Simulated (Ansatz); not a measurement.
`CB(O)[SeH]`. Total charge 0; spin multiplicity 1. The structure was optimised at the PBE0-D4/def2-TZVP level. It is one conformer, not always the lowest.

```xyz
9

C     0.578   -0.825   -0.662
B    -0.207    0.216    0.211
O     0.199    1.502    0.374
Se   -1.847   -0.338    1.117
H     0.654   -0.471   -1.697
H     0.124   -1.816   -0.684
H     1.603   -0.937   -0.291
H     1.011    1.702   -0.099
H    -2.114    0.968    1.732
```

(1) What is the dipole moment at B3LYP/def2-TZVPP? (Estimate.)

(2) And with PBE, r2SCAN, ωB97M-V? (Best estimate.)

(3) Give the Mulliken charges with B3LYP, ωB97M-V, r2SCAN in def2-TZVPP. (Best estimate.)

## Answers

(1) Computed: 2.25 D, with components (1.91, 0.41, -1.13) D in this frame, pointing from negative to positive charge.

(2) The calculation gave: PBE 2.19 D, r2SCAN 2.31 D, ωB97M-V 2.35 D.

(3) Computed: 
```tsv
atom	B3LYP	ωB97M-V	r2SCAN
C1	-0.33	-0.36	-0.26
B2	0.16	0.14	0.18
O3	-0.26	-0.25	-0.29
Se4	-0.10	-0.12	-0.08
H5	0.10	0.12	0.07
H6	0.10	0.10	0.06
H7	0.10	0.12	0.07
H8	0.19	0.18	0.20
H9	0.04	0.06	0.05
```

B3LYP here is the variant with VWN-RPA as its local correlation; programs differ in this.
